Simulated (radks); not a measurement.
Q: The mean radii <r> (bohr) of the occupied orbitals of an atom or ion are listed with their occupations. Method: Dirac Kohn-Sham, LDA (Slater exchange, VWN5 correlation), spin-unpolarised, spherical densities, finite nucleus; Fermi nuclear charge, rms radius of each element as measured or else 0.836 A^(1/3) + 0.57 fm; computed with a radial shooting solver on a logarithmic mesh with Libxc functionals.

orbital  occ.     <r>
1s1/2       2  0.1772
2s1/2       2   1.010
2p1/2       2   1.103
2p3/2       3   1.105

Name the element and its charge. Open shells, if any, fill j = l - 1/2 first.

A: Z = 9, fluorine, charge 0: F in [He] 2s2 2p5. The 1s radius gives Z: for a bare nucleus <r> = (2 gamma + 1)/(2Z) with gamma = sqrt(1 - (Z/c)^2), 0.1664 bohr for Z = 9, and screening makes it slightly larger (0.1772 here). The occupations add up to 9, and the charge is Z minus that.
